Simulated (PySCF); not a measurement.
**Electric field gradients and quadrupole coupling constants**

Compound: C₆H₁₂AlOP.
Cartesian coordinates in Å at the PBE0-D3(BJ)/def2-SVP level; atoms count from 1:
```
atom  x, y, z in Å
C1     2.339    2.773   -0.252
C2     1.618    1.799   -0.180
P3     0.675    0.322   -0.090
Al4    1.883   -1.848   -0.379
C5    -0.704    0.541   -1.288
C6    -1.827   -0.428   -0.919
O7    -2.342   -0.191    0.363
C8    -1.463   -0.521    1.402
C9    -0.268    0.429    1.485
H10    2.980    3.635   -0.315
H11    3.399   -1.376   -0.582
H12    1.052   -2.353   -1.662
H13    1.462   -2.488    1.037
H14   -1.064    1.581   -1.245
H15   -0.324    0.334   -2.300
H16   -1.467   -1.473   -1.012
H17   -2.661   -0.302   -1.625
H18   -2.039   -0.462    2.337
H19   -1.105   -1.566    1.298
H20   -0.610    1.464    1.637
H21    0.400    0.146    2.313
```

Field gradients from the PBE0/pcSseg-1 density (PySCF, non-relativistic), principal values in atomic units, ordered |Vxx| ≤ |Vyy| ≤ |Vzz|:

```tsv
atom	Vxx	Vyy	Vzz
Al4	-0.3921	-0.4824	0.8745
O7	-0.0395	-1.9566	1.9961
```

**Question.** Find the asymmetry η = (Vxx − Vyy)/Vzz and the couplings χ = eQV/h (234.96 MHz × Q in barn × V in au), with Q(27Al) = 0.1466 b, Q(17O) = −0.0256 b.

**Answer.** 
| atom | environment | nucleus | η | χzz (MHz) | χxx (MHz) | χyy (MHz) |
| --- | --- | --- | --- | --- | --- | --- |
| Al4 | aluminium bonded to P and 3 H | 27Al | 0.10 | 30.12 | -13.50 | -16.62 |
| O7 | cyclic ether oxygen | 17O | 0.96 | -12.01 | 0.24 | 11.77 |

At O7 η is above 0.9: Vyy and Vzz are nearly equal in size and opposite in sign, so a small change could swap them and flip the sign of χzz. The tensor is traceless: Vxx + Vyy + Vzz = 0.

**Question.** What is Vzz at Al4 in SI units (1 au = 9.71736 × 10²¹ V/m²)?

**Answer.** 0.8745 au = 8.498 × 10²¹ V/m².

**Question.** And the gradient at the other heavy atoms, for which no coupling is worked out here?

**Answer.** 
| atom | environment | Vzz (au) | η |
| --- | --- | --- | --- |
| C1 | terminal alkyne carbon | -0.343 | 0.30 |
| C2 | alkyne carbon | -0.236 | 0.10 |
| P3 | phosphorus bonded to Al and 3 C | -1.165 | 0.52 |
| C5 | sp3 carbon bound to phosphorus | 0.128 | 0.39 |
| C6 | sp3 carbon bound to oxygen | 0.340 | 0.48 |
| C8 | sp3 carbon bound to oxygen | 0.340 | 0.48 |
| C9 | sp3 carbon bound to phosphorus | 0.128 | 0.39 |

Were the hydrogens deuterons (Q(2H) = 0.00286 b), χzz would run from 70 kHz (H13 and H12) to 225 kHz (H10).

Isolated species at its PBE0-D3(BJ)/def2-SVP geometry (one conformer only). A larger basis could move these couplings by a tenth or more.
